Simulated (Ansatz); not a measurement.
Ansatz (a first-principles code) input (B3LYP-D3(BJ)/def2-TZVP):

Ansatz 0.2 input:
```yaml
crystal:
  periodic: [false, false, false]
  atoms:
    - {symbol: Mg, position_ang: [-0.00000000, -0.00000000, -0.69576168]}
    - {symbol: O, position_ang: [0.00000000, 0.00000000, 1.04364252]}
basis:
  gaussian:
    orbitals: def2-TZVP
hamiltonian:
  xc: b3lyp
  dispersion: d3bj
phonons: {temperatures: {t_min: 298.15, t_max: 298.15, t_step: 100}}
```

Output:

```
Functional definition: B3LYP
integrals: 0.01 GiB planned
439 factors; their error is unknown
mean field: 0.12 GiB planned
mean field evaluation 1: about -7474.5457 eV, gradient 8.6e1 eV
mean field evaluation 2: about -7260.2144 eV, gradient 1.8e2 eV
mean field evaluation 4: about -7487.7305 eV, gradient 3.5e1 eV
mean field evaluation 8: about -7490.4578 eV, gradient 8.0e-2 eV
mean field evaluation 16: about -7490.4783 eV, gradient 1.0e-5 eV
mean field -7490.47828007 eV, -275.2699995640 hartree, gradient 1.0e-5 eV, S^2 0.000000; 0 other end points of the search recorded, 0 dependent functions left out
the calculation of the forces begins
reference -7490.47845585 eV, -275.2700060239 hartree; 10, 10 occupied and 53, 53 virtual orbitals, 439 factors
these checks for a lower state are left out or cut short: stability, starts, cluster_reference, orbital_swaps, neighbouring_geometries, increment
integrals: 0.01 GiB planned
439 factors; their error is unknown
mean field: 0.12 GiB planned
mean field -7490.47828007 eV, -275.2699995641 hartree, gradient 5.8e-7 eV, S^2 0.000000; 0 other end points of the search recorded, 0 dependent functions left out
the calculation of the forces begins
reference -7490.47845585 eV, -275.2700060240 hartree; 10, 10 occupied and 53, 53 virtual orbitals, 439 factors
these checks for a lower state are left out or cut short: stability, starts, cluster_reference, orbital_swaps, neighbouring_geometries, increment
integrals: 0.01 GiB planned
439 factors; their error is unknown
mean field: 0.12 GiB planned
mean field evaluation 32: about -7490.4783 eV, gradient 5.8e-7 eV
mean field -7490.47828007 eV, -275.2699995641 hartree, gradient 5.8e-7 eV, S^2 0.000000; 0 other end points of the search recorded, 0 dependent functions left out
the calculation of the forces begins
reference -7490.47845585 eV, -275.2700060240 hartree; 10, 10 occupied and 53, 53 virtual orbitals, 439 factors
these checks for a lower state are left out or cut short: stability, starts, cluster_reference, orbital_swaps, neighbouring_geometries, increment
integrals: 0.01 GiB planned
439 factors; their error is unknown
mean field: 0.12 GiB planned
mean field -7490.47828007 eV, -275.2699995641 hartree, gradient 5.8e-7 eV, S^2 0.000000; 0 other end points of the search recorded, 0 dependent functions left out
the calculation of the forces begins
reference -7490.47845585 eV, -275.2700060240 hartree; 10, 10 occupied and 53, 53 virtual orbitals, 439 factors
these checks for a lower state are left out or cut short: stability, starts, cluster_reference, orbital_swaps, neighbouring_geometries, increment
integrals: 0.01 GiB planned
439 factors; their error is unknown
mean field: 0.12 GiB planned
mean field -7490.47828007 eV, -275.2699995641 hartree, gradient 5.8e-7 eV, S^2 0.000000; 0 other end points of the search recorded, 0 dependent functions left out
the calculation of the forces begins
reference -7490.47845585 eV, -275.2700060240 hartree; 10, 10 occupied and 53, 53 virtual orbitals, 439 factors
these checks for a lower state are left out or cut short: stability, starts, cluster_reference, orbital_swaps, neighbouring_geometries, increment
integrals: 0.01 GiB planned
439 factors; their error is unknown
mean field: 0.12 GiB planned
mean field -7490.47820263 eV, -275.2699967182 hartree, gradient 1.1e-6 eV, S^2 0.000000; 0 other end points of the search recorded, 0 dependent functions left out
the calculation of the forces begins
reference -7490.47837842 eV, -275.2700031783 hartree; 10, 10 occupied and 53, 53 virtual orbitals, 439 factors
these checks for a lower state are left out or cut short: stability, starts, cluster_reference, orbital_swaps, neighbouring_geometries, increment
integrals: 0.01 GiB planned
439 factors; their error is unknown
mean field: 0.12 GiB planned
mean field -7490.47821002 eV, -275.2699969897 hartree, gradient 2.2e-6 eV, S^2 0.000000; 0 other end points of the search recorded, 0 dependent functions left out
the calculation of the forces begins
reference -7490.47838580 eV, -275.2700034495 hartree; 10, 10 occupied and 53, 53 virtual orbitals, 439 factors
these checks for a lower state are left out or cut short: stability, starts, cluster_reference, orbital_swaps, neighbouring_geometries, increment
integrals: 0.01 GiB planned
439 factors; their error is unknown
mean field: 0.12 GiB planned
mean field evaluation 64: about -7490.4783 eV, gradient 1.2e-4 eV
mean field -7490.47828007 eV, -275.2699995641 hartree, gradient 5.8e-7 eV, S^2 0.000000; 0 other end points of the search recorded, 0 dependent functions left out
the calculation of the forces begins
reference -7490.47845585 eV, -275.2700060240 hartree; 10, 10 occupied and 53, 53 virtual orbitals, 439 factors
these checks for a lower state are left out or cut short: stability, starts, cluster_reference, orbital_swaps, neighbouring_geometries, increment
integrals: 0.01 GiB planned
439 factors; their error is unknown
mean field: 0.12 GiB planned
mean field -7490.47828007 eV, -275.2699995641 hartree, gradient 5.8e-7 eV, S^2 0.000000; 0 other end points of the search recorded, 0 dependent functions left out
the calculation of the forces begins
reference -7490.47845585 eV, -275.2700060240 hartree; 10, 10 occupied and 53, 53 virtual orbitals, 439 factors
these checks for a lower state are left out or cut short: stability, starts, cluster_reference, orbital_swaps, neighbouring_geometries, increment
integrals: 0.01 GiB planned
439 factors; their error is unknown
mean field: 0.12 GiB planned
mean field -7490.47828007 eV, -275.2699995641 hartree, gradient 5.8e-7 eV, S^2 0.000000; 0 other end points of the search recorded, 0 dependent functions left out
the calculation of the forces begins
reference -7490.47845585 eV, -275.2700060240 hartree; 10, 10 occupied and 53, 53 virtual orbitals, 439 factors
these checks for a lower state are left out or cut short: stability, starts, cluster_reference, orbital_swaps, neighbouring_geometries, increment
integrals: 0.01 GiB planned
439 factors; their error is unknown
mean field: 0.12 GiB planned
mean field -7490.47828007 eV, -275.2699995641 hartree, gradient 5.8e-7 eV, S^2 0.000000; 0 other end points of the search recorded, 0 dependent functions left out
the calculation of the forces begins
reference -7490.47845585 eV, -275.2700060240 hartree; 10, 10 occupied and 53, 53 virtual orbitals, 439 factors
these checks for a lower state are left out or cut short: stability, starts, cluster_reference, orbital_swaps, neighbouring_geometries, increment
integrals: 0.01 GiB planned
439 factors; their error is unknown
mean field: 0.12 GiB planned
mean field -7490.47821002 eV, -275.2699969897 hartree, gradient 2.2e-6 eV, S^2 0.000000; 0 other end points of the search recorded, 0 dependent functions left out
the calculation of the forces begins
reference -7490.47838580 eV, -275.2700034495 hartree; 10, 10 occupied and 53, 53 virtual orbitals, 439 factors
these checks for a lower state are left out or cut short: stability, starts, cluster_reference, orbital_swaps, neighbouring_geometries, increment
integrals: 0.01 GiB planned
439 factors; their error is unknown
mean field: 0.12 GiB planned
mean field evaluation 96: about -7490.4577 eV, gradient 1.1e-1 eV
mean field -7490.47820263 eV, -275.2699967182 hartree, gradient 1.1e-6 eV, S^2 0.000000; 0 other end points of the search recorded, 0 dependent functions left out
the calculation of the forces begins
reference -7490.47837842 eV, -275.2700031783 hartree; 10, 10 occupied and 53, 53 virtual orbitals, 439 factors
Total energy: -7490.51430001 eV, -275.2713232725 hartree
Atom 0 at    -0.000000    -0.000000    -0.695762 Å, force    -0.000000     0.000000    -0.000684 eV/Å
Atom 1 at     0.000000     0.000000     1.043643 Å, force     0.000000    -0.000000     0.000684 eV/Å
Dipole moment:    -0.000000    -0.000000    -1.529601 e Å
Vibrations: 815.56 cm⁻¹, zero-point energy 0.050559 eV
```
